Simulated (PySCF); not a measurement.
Isomers of C4H14N2OSi2.

All values: PBE0/pcSseg-1 (PySCF) at GFN2-xTB geometries, gas phase, one conformer each.

Task: Rank by the highest IAO charge on any atom, lowest value first.
A. `[CH3:1][CH:2]([CH3:3])[O:4][Si:5]1([CH3:6])[NH:7][SiH2:8][NH:9]1` with C1–C2–O4–Si5 70°, C2–O4–Si5–C6 36°
B. `[CH3:1][NH:2][Si@@H:3]1[CH2:4][CH2:5][Si@:6]([CH3:7])([NH2:8])[O:9]1` with C1–N2–Si3–C4 -75°, C5–Si6–N8–H 169° and -56°, N2–Si3–C4–C5 -137°, Si3–C4–C5–Si6 32°, C4–C5–Si6–C7 -144°, C5–Si6–O9–Si3 10°
C. `[CH3:1][C@@H:2]1[CH2:3][NH:4][Si@@:5]([OH:6])([CH2:7][SiH3:8])[NH:9]1` with N4–Si5–O6–H -67°, N4–Si5–C7–Si8 167°, C1–C2–C3–N4 -157°, C2–C3–N4–Si5 26°, C3–N4–Si5–O6 108°, N4–Si5–N9–C2 -15°
D. `[CH3:1][CH2:2][CH2:3][Si@@H:4]1[NH:5][CH2:6][Si@H:7]([OH:8])[NH:9]1` with C1–C2–C3–Si4 61°, C2–C3–Si4–N5 148°, C6–Si7–O8–H -58°, C3–Si4–N5–C6 -148°, Si4–N5–C6–Si7 25°, N5–C6–Si7–O8 113°, C6–Si7–N9–Si4 -11°
E. `[CH3:1][O:2][Si@H:3]1[NH:4][Si@H:5]([CH:6]([CH3:7])[CH3:8])[NH:9]1` with C1–O2–Si3–N4 90°, N4–Si5–C6–C7 -168°

Result: D (+1.227 e), E (+1.314 e), B (+1.332 e), C (+1.399 e), A (+1.415 e).

Task: Rank by HOMO energy, lowest first.
A. `[CH2:1]=[CH:2][Si@@H:3]([O:4][SiH2:5][NH2:6])[N:7]([CH3:8])[CH3:9]` with C1–C2–Si3–O4 152°, C2–Si3–O4–Si5 43°, Si3–O4–Si5–N6 157°, O4–Si5–N6–H -39° and 180°, C2–Si3–N7–C8 -156°
B. `[CH3:1][CH2:2][CH2:3][Si@H:4]1[NH:5][Si@H:6]([O:7][CH3:8])[NH:9]1` with C1–C2–C3–Si4 179°, C2–C3–Si4–N5 71°, N5–Si6–O7–C8 173°
C. `[CH3:1][NH:2][Si@@H:3]1[CH2:4][CH2:5][Si@@H:6]([O:7][CH3:8])[NH:9]1` with C1–N2–Si3–C4 -70°, C5–Si6–O7–C8 -176°, N2–Si3–C4–C5 -144°, Si3–C4–C5–Si6 39°, C4–C5–Si6–O7 -150°, C5–Si6–N9–Si3 9°
D. `[CH3:1][C@@H:2]1[CH2:3][NH:4][Si@:5]([OH:6])([CH2:7][SiH3:8])[NH:9]1` with N4–Si5–O6–H 40°, N4–Si5–C7–Si8 71°, C1–C2–C3–N4 -157°, C2–C3–N4–Si5 33°, C3–N4–Si5–O6 -139°, N4–Si5–N9–C2 -5°

Result: B (-6.76 eV), C (-6.55 eV), D (-6.40 eV), A (-6.25 eV).

Task: Rank by the lowest Hirshfeld charge on any atom, highest value first.
A. `[CH3:1][C@@H:2]1[CH2:3][NH:4][Si@:5]([OH:6])([CH2:7][SiH3:8])[NH:9]1` with N4–Si5–O6–H 40°, N4–Si5–C7–Si8 71°, C1–C2–C3–N4 -157°, C2–C3–N4–Si5 33°, C3–N4–Si5–O6 -139°, N4–Si5–N9–C2 -5°
B. `[CH3:1][NH:2][Si@@H:3]1[CH2:4][CH2:5][Si@H:6]([O:7][CH3:8])[NH:9]1` with C1–N2–Si3–C4 -77°, C5–Si6–O7–C8 80°, N2–Si3–C4–C5 -98°, Si3–C4–C5–Si6 -33°, C4–C5–Si6–O7 149°, C5–Si6–N9–Si3 -27°
C. `[CH3:1][CH:2]([CH3:3])[O:4][Si:5]1([CH3:6])[NH:7][SiH2:8][NH:9]1` with C1–C2–O4–Si5 70°, C2–O4–Si5–C6 36°

Result: A (-0.309 e), B (-0.331 e), C (-0.354 e).

All values together:

```json
{"SMILES": "C[C@@H]1CN[Si@](O)(C[SiH3])N1", "μ (D)": "2.07", "HOMO (eV)": "-6.40", "LUMO (eV)": "0.86", "lowest IAO charge (e)": "-0.864 (C)", "highest IAO charge (e)": "+1.398 (Si)", "lowest Hirshfeld charge (e)": "-0.309 (O)", "highest Hirshfeld charge (e)": "+0.470 (Si)"}
{"SMILES": "CN[Si@@H]1CC[Si@H](OC)N1", "μ (D)": "0.40", "HOMO (eV)": "-6.46", "LUMO (eV)": "1.12", "lowest IAO charge (e)": "-0.947 (N)", "highest IAO charge (e)": "+1.233 (Si)", "lowest Hirshfeld charge (e)": "-0.331 (N)", "highest Hirshfeld charge (e)": "+0.428 (Si)"}
{"SMILES": "CCC[Si@H]1N[Si@@H](OC)N1", "μ (D)": "1.04", "HOMO (eV)": "-6.76", "LUMO (eV)": "0.64", "lowest IAO charge (e)": "-0.978 (N)", "highest IAO charge (e)": "+1.314 (Si)", "lowest Hirshfeld charge (e)": "-0.351 (N)", "highest Hirshfeld charge (e)": "+0.444 (Si)"}
{"SMILES": "C/N=C/CC[Si@@H](N)O[SiH3]", "μ (D)": "1.98", "HOMO (eV)": "-6.82", "LUMO (eV)": "0.27", "lowest IAO charge (e)": "-0.887 (O)", "highest IAO charge (e)": "+1.236 (Si)", "lowest Hirshfeld charge (e)": "-0.314 (N)", "highest Hirshfeld charge (e)": "+0.447 (Si)"}
{"SMILES": "CCC[Si@H]1N[Si@H](OC)N1", "μ (D)": "1.21", "HOMO (eV)": "-6.76", "LUMO (eV)": "0.63", "lowest IAO charge (e)": "-0.976 (N)", "highest IAO charge (e)": "+1.313 (Si)", "lowest Hirshfeld charge (e)": "-0.353 (N)", "highest Hirshfeld charge (e)": "+0.447 (Si)"}
{"SMILES": "C=C[Si@@H](O[SiH2]N)N(C)C", "μ (D)": "1.62", "HOMO (eV)": "-6.25", "LUMO (eV)": "-0.30", "lowest IAO charge (e)": "-0.880 (O)", "highest IAO charge (e)": "+1.236 (Si)", "lowest Hirshfeld charge (e)": "-0.325 (N)", "highest Hirshfeld charge (e)": "+0.435 (Si)"}
{"SMILES": "CCC[Si@@H]1NC[Si@H](O)N1", "μ (D)": "1.73", "HOMO (eV)": "-6.48", "LUMO (eV)": "0.86", "lowest IAO charge (e)": "-0.957 (N)", "highest IAO charge (e)": "+1.227 (Si)", "lowest Hirshfeld charge (e)": "-0.334 (N)", "highest Hirshfeld charge (e)": "+0.440 (Si)"}
{"SMILES": "C[C@@H]1CN[Si@@](O)(C[SiH3])N1", "μ (D)": "2.00", "HOMO (eV)": "-6.39", "LUMO (eV)": "0.84", "lowest IAO charge (e)": "-0.864 (C)", "highest IAO charge (e)": "+1.399 (Si)", "lowest Hirshfeld charge (e)": "-0.312 (O)", "highest Hirshfeld charge (e)": "+0.470 (Si)"}
{"SMILES": "CN[Si@@H]1CC[Si@](C)(N)O1", "μ (D)": "1.27", "HOMO (eV)": "-6.66", "LUMO (eV)": "0.93", "lowest IAO charge (e)": "-0.896 (O)", "highest IAO charge (e)": "+1.332 (Si)", "lowest Hirshfeld charge (e)": "-0.326 (N/O)", "highest Hirshfeld charge (e)": "+0.467 (Si)"}
{"SMILES": "CC(C)O[Si]1(C)N[SiH2]N1", "μ (D)": "1.60", "HOMO (eV)": "-6.67", "LUMO (eV)": "0.50", "lowest IAO charge (e)": "-0.977 (N)", "highest IAO charge (e)": "+1.415 (Si)", "lowest Hirshfeld charge (e)": "-0.354 (N)", "highest Hirshfeld charge (e)": "+0.477 (Si)"}
{"SMILES": "CO[Si@H]1N[Si@H](C(C)C)N1", "μ (D)": "1.27", "HOMO (eV)": "-6.79", "LUMO (eV)": "0.59", "lowest IAO charge (e)": "-0.976 (N)", "highest IAO charge (e)": "+1.314 (Si)", "lowest Hirshfeld charge (e)": "-0.351 (N)", "highest Hirshfeld charge (e)": "+0.448 (Si)"}
{"SMILES": "CN[Si@@H]1CC[Si@@H](OC)N1", "μ (D)": "1.93", "HOMO (eV)": "-6.55", "LUMO (eV)": "1.08", "lowest IAO charge (e)": "-0.955 (N)", "highest IAO charge (e)": "+1.218 (Si)", "lowest Hirshfeld charge (e)": "-0.336 (N)", "highest Hirshfeld charge (e)": "+0.428 (Si)"}
```

Conformers: `[CH3:1][C@@H:2]1[CH2:3][NH:4][Si@:5]([OH:6])([CH2:7][SiH3:8])[NH:9]1` with N4–Si5–O6–H 40°, N4–Si5–C7–Si8 71°, C1–C2–C3–N4 -157°, C2–C3–N4–Si5 33°, C3–N4–Si5–O6 -139°, N4–Si5–N9–C2 -5°; `[CH3:1][NH:2][Si@@H:3]1[CH2:4][CH2:5][Si@H:6]([O:7][CH3:8])[NH:9]1` with C1–N2–Si3–C4 -77°, C5–Si6–O7–C8 80°, N2–Si3–C4–C5 -98°, Si3–C4–C5–Si6 -33°, C4–C5–Si6–O7 149°, C5–Si6–N9–Si3 -27°; `[CH3:1][CH2:2][CH2:3][Si@H:4]1[NH:5][Si@@H:6]([O:7][CH3:8])[NH:9]1` with C1–C2–C3–Si4 178°, C2–C3–Si4–N5 77°, N5–Si6–O7–C8 -95°, C3–Si4–N5–Si6 127°, Si4–N5–Si6–O7 -121°, N5–Si6–N9–Si4 11°, C3–Si4–N9–Si6 -128°; `[CH3:1]/[N:2]=[CH:3]/[CH2:4][CH2:5][Si@@H:6]([NH2:7])[O:8][SiH3:9]` with N2–C3–C4–C5 123°, C3–C4–C5–Si6 66°, C4–C5–Si6–N7 -85°, C5–Si6–N7–H 170° and -52°, C5–Si6–O8–Si9 -41°; `[CH3:1][CH2:2][CH2:3][Si@H:4]1[NH:5][Si@H:6]([O:7][CH3:8])[NH:9]1` with C1–C2–C3–Si4 179°, C2–C3–Si4–N5 71°, N5–Si6–O7–C8 173°; `[CH2:1]=[CH:2][Si@@H:3]([O:4][SiH2:5][NH2:6])[N:7]([CH3:8])[CH3:9]` with C1–C2–Si3–O4 152°, C2–Si3–O4–Si5 43°, Si3–O4–Si5–N6 157°, O4–Si5–N6–H -39° and 180°, C2–Si3–N7–C8 -156°; `[CH3:1][CH2:2][CH2:3][Si@@H:4]1[NH:5][CH2:6][Si@H:7]([OH:8])[NH:9]1` with C1–C2–C3–Si4 61°, C2–C3–Si4–N5 148°, C6–Si7–O8–H -58°, C3–Si4–N5–C6 -148°, Si4–N5–C6–Si7 25°, N5–C6–Si7–O8 113°, C6–Si7–N9–Si4 -11°; `[CH3:1][C@@H:2]1[CH2:3][NH:4][Si@@:5]([OH:6])([CH2:7][SiH3:8])[NH:9]1` with N4–Si5–O6–H -67°, N4–Si5–C7–Si8 167°, C1–C2–C3–N4 -157°, C2–C3–N4–Si5 26°, C3–N4–Si5–O6 108°, N4–Si5–N9–C2 -15°; `[CH3:1][NH:2][Si@@H:3]1[CH2:4][CH2:5][Si@:6]([CH3:7])([NH2:8])[O:9]1` with C1–N2–Si3–C4 -75°, C5–Si6–N8–H 169° and -56°, N2–Si3–C4–C5 -137°, Si3–C4–C5–Si6 32°, C4–C5–Si6–C7 -144°, C5–Si6–O9–Si3 10°; `[CH3:1][CH:2]([CH3:3])[O:4][Si:5]1([CH3:6])[NH:7][SiH2:8][NH:9]1` with C1–C2–O4–Si5 70°, C2–O4–Si5–C6 36°; `[CH3:1][O:2][Si@H:3]1[NH:4][Si@H:5]([CH:6]([CH3:7])[CH3:8])[NH:9]1` with C1–O2–Si3–N4 90°, N4–Si5–C6–C7 -168°; `[CH3:1][NH:2][Si@@H:3]1[CH2:4][CH2:5][Si@@H:6]([O:7][CH3:8])[NH:9]1` with C1–N2–Si3–C4 -70°, C5–Si6–O7–C8 -176°, N2–Si3–C4–C5 -144°, Si3–C4–C5–Si6 39°, C4–C5–Si6–O7 -150°, C5–Si6–N9–Si3 9°.
